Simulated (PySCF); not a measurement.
Start geometry of `[C@H](C)(C#CB)Br` from a GFN2-xTB structure with every atom displaced at random (by about 0.01 Å) (Å):
```
atom  x, y, z in Å
B1     2.973    0.558   -0.119
C2     1.540    0.083   -0.076
C3     0.382   -0.314   -0.057
C4    -0.917   -0.781    0.029
C5    -1.967    0.342    0.006
Br6   -1.194   -1.846    1.722
H7     3.276    1.347   -0.949
H8     3.734    0.203    0.666
H9    -1.147   -1.505   -0.741
H10   -2.978   -0.048    0.114
H11   -1.885    0.897   -0.910
H12   -1.776    1.034    0.850
```

Task: What comes out of this run: PBE0-D3(BJ)/def2-SVP geometry optimisation, gas phase in PySCF?

Result: 
```
atom  x, y, z in Å
B1     3.6405    1.0199   -1.0865
C2     2.2434    0.4825   -0.9581
C3     1.1061    0.0404   -0.8544
C4    -0.2440   -0.4530   -0.7504
C5    -1.2727    0.6505   -0.5581
Br6   -0.3940   -1.7700    0.7204
H7     3.9143    1.7894   -1.9759
H8     4.4912    0.6821   -0.2992
H9    -0.4750   -1.0479   -1.6469
H10   -2.2805    0.2196   -0.4904
H11   -1.2333    1.3420   -1.4138
H12   -1.0663    1.2158    0.3609
```

The energy falls by 15.9 kJ/mol over 8 energy and gradient evaluations, the largest force component goes from 0.0504 to 1.4e-04 Eh/bohr, and the atoms move by 0.087 Å rms after alignment. Among the bonds, C3–C4 and B1–H8 change most and about equally (+0.058 to +0.059 Å). Bonds longer at the end by more than 0.005 Å: 6 of 11; shorter: 4. Among the angles that change most is C3–C4–H9, from 112.4° to 108.8°. Rotational constants go from 4076, 1140, 922.7 to 4205, 1108, 906.5 MHz. The orientation of the end geometry is arbitrary; only internal coordinates are fixed.

The run used 132 basis functions and 52 SCF cycles in all. The run took 58 s of wall time on an Arm Neoverse V1 with one thread, shared host with 32 logical CPUs at a one-minute load of 30, and the process peaked at 0.55 GiB of memory.

PBE0-D3(BJ)/def2-SVP frequencies: not computed here.
